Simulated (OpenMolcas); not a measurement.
## Worked example: vertical ionisation energy of InHCl2 (SMILES [H][In]([Cl])[Cl])

The species is InHCl2 (4 atoms), meant as a singlet with charge 0. SMILES: `[H][In]([Cl])[Cl]`. The shape comes from GFN2-xTB, which is rough for such elements, and wasn't checked as a minimum.

Both states at this one shape; open shells run unrestricted unless said. 1 Eh = 27.2114 eV.

```
                           level     program  singlet InHCl2 (Eh)  doublet [InHCl2]+ (Eh)  HOMO of the first (eV)
M06-L/def2-SVPD (core potential)  OpenMolcas         -1111.097044            -1110.698127                   -7.89
 TPSS/def2-SVPD (core potential)  OpenMolcas         -1110.909732            -1110.515308                   -7.86
```

**Question.** Work out the vertical ionisation energy at each level.

**Answer.** 
1. M06-L/def2-SVPD (core potential): -1110.698127 − (-1111.097044) = 0.398917 Eh = 10.86 eV; −ε(HOMO) = 7.89 eV.
2. TPSS/def2-SVPD (core potential): -1110.515308 − (-1110.909732) = 0.394424 Eh = 10.73 eV; −ε(HOMO) = 7.86 eV.

No measured value is set beside it here; the levels span 10.73 to 10.86 eV. In semi-local functionals −ε(HOMO) lies far under the ionisation energy, a result of self-interaction, while the difference of totals does much better. Spin-orbit coupling, which splits open shells on such heavy atoms by tenths of an eV, is left out.
